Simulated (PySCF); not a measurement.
Electron correlation in Al (aluminium, neutral)

[Ne] 3s2 3p1, 2P determinant. All numbers are calculated (PySCF 2.14, the spin-free X2C one-electron Hamiltonian (Gaussian nucleus), in aug-cc-pCVTZ-DK). Frozen: [Ne]; 3 electrons correlated.

| level | correlation energy (mhartree) |
| --- | --- |
| CCSD | -51.30 |
| (T) | -1.19 |
| CCSD(T) | -52.49 |

Diagnostics: T1 = 0.019, D1 = 0.0419, largest double amplitude 0.059.

Cost of the coupled-cluster step: of the order of 15 core-seconds, for 3 correlated electrons.
